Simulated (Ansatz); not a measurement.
One change: `N=C(Br)[SiH2]O` becomes `N=C(Cl)[SiH2]O`.

Ansatz, PBE0-D4/def2-TZVP geometries, multiplicity 1. Each molecule was computed in one conformer, which needn't be the lowest.

Scalar relativity is left out up to krypton. Spin–orbit coupling is left out; it splits and shifts lone-pair levels of the heavy atoms by tenths of an eV.

| property | `N=C(Br)[SiH2]O` |
| --- | --- |
| HOMO–LUMO gap (ωB97M-V/def2-TZVPP) / eV | 11.01 |
| HOMO–LUMO gap (B3LYP/def2-TZVPP) / eV | 6.16 |
| HOMO energy (ωB97M-V/def2-TZVPP) / eV | -10.00 |
| LUMO energy (ωB97M-V/def2-TZVPP) / eV | 1.01 |
| LUMO energy (B3LYP/def2-TZVPP) / eV | -1.43 |
| LUMO energy (PBE/def2-TZVPP) / eV | -2.23 |

Question: What does the change do to each property? (Estimate.)

Answer: Ansatz gave: 
| property | `N=C(Cl)[SiH2]O` | shift |
| --- | --- | --- |
| HOMO–LUMO gap (ωB97M-V/def2-TZVPP) / eV | 11.68 | 0.67 |
| HOMO–LUMO gap (B3LYP/def2-TZVPP) / eV | 6.75 | 0.59 |
| HOMO energy (ωB97M-V/def2-TZVPP) / eV | -10.72 | -0.72 |
| LUMO energy (ωB97M-V/def2-TZVPP) / eV | 0.96 | -0.05 |
| LUMO energy (B3LYP/def2-TZVPP) / eV | -1.52 | -0.09 |
| LUMO energy (PBE/def2-TZVPP) / eV | -2.33 | -0.10 |

With PBE0 the HOMO falls by 0.71 eV and the LUMO falls by 0.08 eV, so the gap widens by about 0.63 eV. PBE moves the HOMO by -0.66 eV and ωB97M-V by -0.72 eV.

Positive LUMOs are unbound, so they and the gaps depend on the basis.

B3LYP here is the variant with VWN-RPA as its local correlation; programs differ in this.
